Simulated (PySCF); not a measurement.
SbF4, SMILES [F][Sb]([F])([F])[F], multiplicity 2. The structure is a stationary point at B3LYP-D3(BJ)/def2-SVP. The multiplicity is an assumed one; other spin states were not compared. The isomer is the one that the SMILES or the coordinates give; other isomers of the formula were not compared. The def2 effective core potentials stand for the cores of Sb; spin–orbit coupling is left out.

Level of theory: B3LYP-D3(BJ)/def2-SVP (PySCF).

Harmonic wavenumbers (cm⁻¹): 97, 115, 187, 204, 218, 539, 553, 660, 664. Rotational constants (GHz): 3.685, 2.521, 2.262; symmetry number 2.

### Question
Work out the zero-point energy and the ideal-gas rigid-rotor harmonic-oscillator thermochemistry at 298.15 K and 1 atm.

### Answer
ZPE = ½ Σ hcν = ½ × 3237 cm⁻¹ = 4.63 kcal/mol. H − E(el) = 9.36 kcal/mol. Entropy in cal/(mol K): translation 41.75, rotation 25.75, vibration 14.85, spin 1.38, total 83.73. G − E(el) = -15.61 kcal/mol. Cp = 21.45 cal/(mol K). Modes under 150 cm⁻¹ make the vibrational entropy uncertain.
